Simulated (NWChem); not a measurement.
Molecule: MoO₃; SMILES [O]=[Mo](=[O])=[O]

All runs: NWChem. Structure relaxed at the PBE0/def2-SVP level. def2 effective core potentials on Mo; no spin-orbit coupling. B3LYP is NWChem's, with the RPA form of VWN correlation. Vertical excitations in the gas phase; the lowest state need not have the same character in each row.

For level B3LYP/def2-SVP, full TDDFT:

lowest excitation, singlet (eV): 2.35
lowest triplet (eV): 2.20
orbital gap (eV): 3.69

**Question.** How do the values read with level PBE/def2-SVP, full TDDFT instead?

**Answer.** The lowest excitation, singlet (eV) is 2.03 and the lowest triplet (eV) is 1.91. The orbital gap (eV) comes out as 1.99.
